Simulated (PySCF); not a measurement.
Converging PI in the basis (PBE0)

PySCF, UKS reference; triplet, unpaired electrons π ↑↑; De to P + I without counterpoise correction.

| basis | relativity | functions | Re (Å) | ωe (cm⁻¹) | De (eV) | μ (D) |
| --- | --- | --- | --- | --- | --- | --- |
| x2c-SVPall | spin-free X2C | 54 | 2.391 | 374 | 2.48 | 0.03 |
| def2-SVPD | scalar-relativistic core potentials | 59 | 2.394 | 373 | 2.50 | -0.07 |
| cc-pV(T+d)Z/cc-pVTZ-PP | scalar-relativistic core potentials | 78 | 2.375 | 383 | 2.58 | 0.07 |
| def2-TZVPP | scalar-relativistic core potentials | 92 | 2.370 | 381 | 2.59 | 0.09 |

(1) How does each smaller set differ from the one with most functions, def2-TZVPP?

A positive dipole means P(−)I(+). These are scalar-relativistic numbers at best; spin–orbit coupling would shift them, the dissociation energy most. The state was picked by a PBE0 search and need not be the measured ground state.

Results:

(1) x2c-SVPall: +2.1 pm, -1.8 % in ωe, -0.11 eV in De; def2-SVPD: +2.4 pm, -2.1 % in ωe, -0.09 eV in De; cc-pV(T+d)Z/cc-pVTZ-PP: +0.5 pm, +0.5 % in ωe, -0.01 eV in De. All at PBE0; the set with most functions is neither the basis-set limit nor always the best. The rows treat relativity differently, so the differences are not basis effects alone.
